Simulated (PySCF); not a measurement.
`InChI=1S/C5H6F4/c1-4(3-6)2-5(7,8)9/h1-3H2`

Geometry:
| atom | x (Å) | y (Å) | z (Å) |
| --- | --- | --- | --- |
| C1 | -0.601 | 1.653 | 0.485 |
| C2 | -0.329 | 0.359 | 0.506 |
| C3 | -1.344 | -0.676 | 0.904 |
| F4 | -0.825 | -1.509 | 1.871 |
| C5 | 1.017 | -0.188 | 0.097 |
| C6 | 1.069 | -0.413 | -1.405 |
| F7 | 2.243 | -0.934 | -1.793 |
| F8 | 0.117 | -1.253 | -1.839 |
| F9 | 0.912 | 0.726 | -2.096 |
| H10 | -1.568 | 2.032 | 0.767 |
| H11 | 0.128 | 2.380 | 0.172 |
| H12 | -2.243 | -0.218 | 1.324 |
| H13 | -1.607 | -1.317 | 0.054 |
| H14 | 1.817 | 0.512 | 0.344 |
| H15 | 1.210 | -1.145 | 0.585 |

Method: GIAO HF/pcSseg-1 magnetisability, rotational g tensor and spin-rotation constants, non-relativistic, gas phase (PySCF). Geometry: GFN2-xTB.

(1) What are the magnetisability and the molar susceptibility?

(2) Split it along the inertial axes a, b, c into diamagnetic and paramagnetic parts about the centre of mass, with the quadrupole moment.

(3) And the rotational g tensor?

Answers

(1) Isotropic -1190 × 10⁻³⁰ J/T², or -71.6 × 10⁻⁶ cm³/mol; principal values -1310, -1160, -1099 × 10⁻³⁰ J/T², anisotropy 187 × 10⁻³⁰ J/T² (root of half the summed squared differences of the principal values). The susceptibility is in cgs units.

(2) 
```tsv
axis	χ (10⁻⁶ cm³/mol)	diamagnetic (10⁻⁶ cm³/mol)	paramagnetic (10⁻⁶ cm³/mol)	summed x² of all electrons (Å²)	quadrupole Θ (D Å)
a	-70.3	-549.6	479.4	217.6	-7.07
b	-70.2	-1102.1	1032.0	87.3	+3.00
c	-74.5	-1293.5	1219.0	42.2	+4.07
```
Anisotropies 2χaa − χbb − χcc = +4.1 and 2χbb − χaa − χcc = +4.4 × 10⁻⁶ cm³/mol. Θ is traceless in Buckingham's convention.

(3) 
```csv
axis,rotational constant (GHz),g,nuclear part,electronic part
a,2.5337,-0.0221,0.5485,-0.5706
b,1.0775,-0.0124,0.5100,-0.5224
c,0.9130,-0.0090,0.5139,-0.5229
```
Asymmetric top; isotopes 12C, 19F, 1H; no vibrational averaging.
